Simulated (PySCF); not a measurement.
Method: PBE-D3(BJ)/def2-TZVP // B3LYP-D3(BJ)/def2-SVP (PySCF). Gas-phase values, no solvent. One relaxed conformer stands for a flexible species; it need not be the lowest. Excitations are Tamm–Dancoff values on a coarser integration grid. The basis has no diffuse functions, so Rydberg states are missing or too high.

Reference species (SMILES): `CC[Si](I)(I)I` (C–C–Si–I torsion 180°) (neutral, multiplicity 1).

The T1 excitation (TDA) is 3.51 eV. The HOMO is -6.37 eV and the LUMO is -2.73 eV. The HOMO–LUMO gap is 3.64 eV.

Changed species: `CC[Si](I)(I)CC` (C–C–Si–I torsion -59°, I–Si–C–C torsion 59°) (2 of 4 C2H5 replaced by I; the reference has 3 of 4 C2H5 replaced by I).

Task: Give the shifts of the T1 excitation (TDA), HOMO, LUMO and HOMO–LUMO gap.

Result: the T1 excitation (TDA) goes up by 0.73 eV, to 4.24 eV; the HOMO rises by 0.13 eV, to -6.24 eV; the LUMO rises by 0.93 eV, to -1.80 eV; the HOMO–LUMO gap goes up by 0.80 eV, to 4.44 eV.
